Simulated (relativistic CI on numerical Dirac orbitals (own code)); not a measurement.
Transition arrays of Mo XXII

Method of calculation: Dirac-Coulomb-Breit CI, separate exchange-only KLI orbitals for each configuration, model QED, valence Slater integrals scaled by 0.9, whole transition arrays (own radial code, finite nucleus).

Configurations in the expansion (outside the closed core [Ne] 3s2): 3p⁶3d³, 3p⁶3d²4f, 3p⁵3d⁴, 3p⁶3d²4p, 3p⁶3d²5f. Levels of other configurations are missing.

All E1 lines from the levels of 3p⁶3d³; mean and standard deviation are weighted by gf, and upper levels are sorted by their leading configuration.

| Upper configuration | Lines | Σgf | Mean (eV) | Mean (nm) | σ (eV) | Strongest line (nm) |
| --- | --- | --- | --- | --- | --- | --- |
| 3p⁶3d²4f | 721 | 282.7 | 523.20 | 2.370 | 4.91 | 2.354 |
| 3p⁵3d⁴ | 1718 | 165.8 | 170.28 | 7.281 | 13.10 | 7.012 |
| 3p⁶3d²4p | 466 | 13.7 | 416.51 | 2.977 | 4.75 | 2.978 |
| 3p⁶3d²5f | 721 | 84.1 | 676.66 | 1.832 | 5.27 | 1.825 |

Σgf per state of the lower configuration in bins of 0.2 nm over the central range (centre: value): 1.9: 0.70, 2.3: 2.09, 2.5: 0.26, 2.9: 0.09, 3.1: 0.02, 6.5: 0.05, 6.7: 0.24, 6.9: 0.17, 7.1: 0.26, 7.3: 0.18, 7.5: 0.12, 7.7: 0.09, 7.9: 0.06, 8.1: 0.06, 8.3: 0.04.

Task: How do configuration mixing and the scaling of the Slater integrals move the arrays?

Result: Slater scale 0.9, no configuration mixing: 3p⁶3d²4f 523.0 ± 4.9 eV (Σgf 270.3), 3p⁵3d⁴ 170.4 ± 13.1 eV (Σgf 173.4), 3p⁶3d²4p 416.6 ± 4.6 eV (Σgf 14.4), 3p⁶3d²5f 676.5 ± 5.2 eV (Σgf 69.2); Slater scale 1: 3p⁶3d²4f 523.7 ± 5.4 eV (Σgf 285.1), 3p⁵3d⁴ 172.9 ± 14.0 eV (Σgf 167.4), 3p⁶3d²4p 416.5 ± 5.2 eV (Σgf 13.6), 3p⁶3d²5f 676.9 ± 5.8 eV (Σgf 84.9); Slater scale 0.8: 3p⁶3d²4f 522.7 ± 4.5 eV (Σgf 280.3), 3p⁵3d⁴ 167.7 ± 12.2 eV (Σgf 164.3), 3p⁶3d²4p 416.5 ± 4.3 eV (Σgf 13.8), 3p⁶3d²5f 676.5 ± 4.8 eV (Σgf 83.3). With mixing, levels are counted to their leading configuration, so an array can shrink or vanish into another, and the sums then hold other lines.
